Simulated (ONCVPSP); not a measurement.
sulfur ONCV: all-electron and pseudo phase curves

sulfur, optimised norm-conserving Vanderbilt (ONCV), made with ONCVPSP 4.0.1 (LDA (Perdew-Wang 92), scalar-relativistic). Core [Ne], reference 3s2 3p3 (charge +1). Waves: 3s: rc 1.40 bohr, ncon 4, nbas 9, qcut 4 1/bohr, 3 projectors, debl 0.7 Ha; 3p: rc 1.35 bohr, ncon 4, nbas 9, qcut 5.7 1/bohr, 2 projectors, debl 3.5 Ha; d scattering state at 0.39 Ha: rc 1.15 bohr, ncon 3, nbas 8, qcut 7.6 1/bohr, 2 projectors, debl 2.4 Ha. Local part: polynomial inside 1.00 bohr (lpopt 5, dvloc0 0 Ha). Core correction: Teter function, fcfact 3.25, rcfact 1.1.

In the s channel the program set the typed energies aside and used -1.015, 0.250, 0.950 Ha.

The phase is arctan(r·R′/R) of the radial function R(r), unwrapped; energies in Ha, scanned from -3 to 5 Ha. A pole is an energy at which the radial function vanishes at the test radius. The pseudo phase is shifted by a multiple of π to meet the all-electron one at the reference energy, and phase errors are pseudo minus all-electron; the curves can meet again beyond the range given. Levels narrower than the energy grid can be missing from the lists of poles.

**Question.** For each channel, where are the poles, and over which energies does the pseudopotential scatter like the atom?

**Answer.**

| channel | radius (bohr) | reference energy (Ha) | poles, all-electron | poles, pseudo | unbroken range about the reference energy with phases within 0.05 rad | phase error 1 Ha above the reference energy (rad) |
| --- | --- | --- | --- | --- | --- | --- |
| s | 1.42 | -1.02 | 2.44 | 2.44 | the whole range | +0.000 |
| p | 1.37 | -0.62 | 3.35 | 3.35 | the whole range | -0.001 |
| d | 1.17 | 0.39 | 4.72 | 4.72 | the whole range | -0.000 |

Note: ghosts flagged at negative energy: s at -475.9 eV; GHOST(+) flagged for s at 172.0 eV. A true bound ghost makes a file unfit for plane-wave use.

Phases in the d channel:

```
E (Ha)  all-electron  pseudo
 -2.98         1.025   1.025
 -2.54         0.960   0.960
 -2.10         0.875   0.874
 -1.66         0.758   0.758
 -1.22         0.594   0.594
 -0.78         0.362   0.362
 -0.34         0.050   0.050
  0.10        -0.308  -0.309
  0.54        -0.637  -0.638
  0.98        -0.889  -0.889
  1.42        -1.068  -1.069
  1.86        -1.197  -1.197
  2.30        -1.292  -1.292
  2.74        -1.365  -1.365
  3.18        -1.423  -1.423
  3.62        -1.472  -1.472
  4.06        -1.515  -1.515
  4.50        -1.553  -1.553
  4.94        -1.588  -1.588
```
